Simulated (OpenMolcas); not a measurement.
**In+: effect of the basis set**

```yaml
Program: OpenMolcas 26.06
Method: "SS-RASPT2, IPEA 0.25 Eh, imaginary shift 0.1 Eh (closed shells correlated: 4d)"
Active_space: 2 electrons in 9 orbitals (RAS2 5s 5p; RAS3 5d, at most 2 electrons)
State_averaging: 2S+1 = 3 even, 3 roots; 2S+1 = 1 even, 7 roots; 2S+1 = 3 odd, 3 roots; 2S+1 = 1 odd, 3 roots
Spin-orbit_coupling: state interaction with AMFI integrals over the reference wave functions, term energies averaged over their components
```

A. ANO-R2 [7s6p4d2f1g], X2C, finite nucleus; CASPT2 step roughly 7 core-seconds
B. ANO-RCC-VTZP [7s6p4d2f1g], DKH2, point nucleus; CASPT2 step about 6 core-seconds
C. ANO-RCC-VQZP [8s7p5d3f2g], DKH2, point nucleus; CASPT2 step about 8 core-seconds

Energies in cm⁻¹ above 5s² ¹S₀, the measured ground level; measured values from NIST Handbook of Basic Atomic Spectroscopic Data.

```csv
Level,A,B,C,Measured
5s² ¹S₀,0.0,0.0,0.0,0.0
5s 5p ³P°₀,42380,41840,41910,42276
5s 5p ³P°₁,43240,42710,42840,43351
5s 5p ³P°₂,45150,44640,44900,45830
5s 5p ¹P°₁,62260,61710,61850,63038
```

Deviations, from unrounded energies. A percentage is the sum of absolute deviations over the sum of measured energies, with the sign that they share, or ± where signs differ.

```tsv
Against measurement	Levels	A	B	C
mean absolute deviation (cm-1)	4	420	900	750
other configurations (%)	4	±0.9	-1.8	-1.5
```

A lies closest to measurement on these levels and B furthest from it. The largest miss of A in the table is 5s 5p ¹P°₁, by -780 cm-1. The ranking rests on the paired levels alone, and a cruder setting can come out closer through cancelling errors.

Among A to C the level of the table that moves most is 5s 5p ¹P°₁, by 550 cm-1 (lowest in B, highest in A). Moves below CASPT2's spread within the term are not significant.

Active for correlation alone: 5d; no level in the range computed is led by a configuration that fills it, so any true level of that kind is missing. Measured partners are found by configuration, term and J. A level has none where our copy of the source lacks it or the pairing is in doubt (some pairs that miss far off the trend of their configuration count as doubtful), and it then counts in no deviation. Only configurations of the active space appear. The table leaves out levels that lie high or whose names do not pair safely across all columns.

° marks odd parity.
